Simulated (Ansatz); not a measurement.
Species: C4H12O3Si, net charge 0, singlet state. 
Coordinates optimised at B3LYP-D3(BJ)/def2-TZVP (Ansatz, a program for electronic structure):
```xyz
20

Si    -0.0090    -0.0025    -0.1041
C     -0.1701    -0.0472    -1.9579
O     -1.2858    -0.7276     0.6136
C     -2.6245    -0.2658     0.5712
O      0.0652     1.5362     0.4417
C      1.1146     2.4515     0.1809
O      1.3458    -0.7739     0.3861
C      1.5969    -2.1615     0.2501
H     -1.0910     0.4399    -2.2858
H     -0.1878    -1.0745    -2.3278
H      0.6660     0.4648    -2.4390
H     -3.0095    -0.2500    -0.4535
H     -3.2377    -0.9480     1.1600
H     -2.7066     0.7385     0.9942
H      2.0700     2.0676     0.5471
H      0.8878     3.3842     0.6972
H      1.2053     2.6610    -0.8898
H      1.6178    -2.4626    -0.8023
H      2.5713    -2.3749     0.6896
H      0.8374    -2.7504     0.7702
```
Charge 0, spin multiplicity 1.

Wanted: atomisation energy (electronic, to ground-state atoms), in kcal/mol. Cores are frozen in the correlated levels unless marked. UHF or UKS for open shells. No spin-orbit coupling. Non-relativistic. The coupled-cluster limit lacks core correlation, which all-electron functionals hold. Basis-set limits of correlation are two-point, X^-3; Hartree-Fock from the larger set. [CCSD(T)-MP2]/basis is that difference in the basis named.

```csv
level,program,atomisation energy (kcal/mol)
HF/aug-cc-pV(T+d)Z,Ansatz,1400.7
BLYP-D3(BJ)/def2-TZVPD,Ansatz + dftd3,1892.0
r2SCANh/def2-TZVPD,Ansatz,1888.1
r2SCAN0/def2-TZVPD,Ansatz,1871.8
CAM-B3LYP-D3(BJ)/def2-TZVPD,Ansatz + dftd3,1909.7
CCSD/cc-pV(D+d)Z,Ansatz,1729.3
"RI-MP2/CBS(cc-pV(T+d)Z,cc-pV(Q+d)Z)+[CCSD(T)-MP2]/cc-pV(T+d)Z",Ansatz,1905.8
```
